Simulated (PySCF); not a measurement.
# Spinor energies of Cr¹¹⁺ (chromium, charge +11)

Start: [Ne] 3s2 3p1; 3p1/2 filled at m_j = +1/2. Calculated with PySCF 2.14 in an even-tempered Gaussian basis (19 s from 0.76 bohr⁻², ratio 2.4; 13 p from 0.98 bohr⁻², ratio 2.4; 5 d from 4.2 bohr⁻², ratio 2.6; 4 f from 6.3 bohr⁻², ratio 2.6): generalised Hartree-Fock with the X2C-1e Hamiltonian and a Gaussian nucleus; one run each with spin-orbit coupling (SO) switched off, then screened by Boettger's factors.

| spinor shell | electrons | ε, spin-free (eV) | ε, screened SO (eV) | weight of nominal j (screened SO) | rms radius, screened SO (bohr) |
| --- | --- | --- | --- | --- | --- |
| 1s1/2 | 2 | -6345.8 | -6345.6 | 1.000 | 0.0734 |
| 2s1/2 | 2 | -1014.3 | -1014.2 | 1.000 | 0.313 |
| 2p1/2 | 2 | -896.10 | -903.12 | 1.000 | 0.282 |
| 2p3/2 | 4 | -896.10 | -892.48 | 1.000 | 0.285 |
| 3s1/2 | 2 | -324.24 | -324.17 | 0.999 | 0.829 |
| 3p1/2 | 1 | -296.73 | -297.76 | 0.996 | 0.833 |

```tsv
quantity	spin-free	screened SO
E (hartree)	-1001.23916	-1001.28868
M_J	1/2	1/2
⟨J²⟩	1.076	0.767
⟨L²⟩	2.013	2.012
⟨S²⟩	0.754	0.754
```

Each row is a mean over spinors that exchange with the open shell spreads, by up to 3.916 eV (2p1/2).

Without spin-orbit coupling the j labels of p, d and f shells carry no meaning; the spin-free column gives the mean over the occupied spinors of each nl shell, and its ⟨J²⟩ belongs to a mixture of degenerate components.
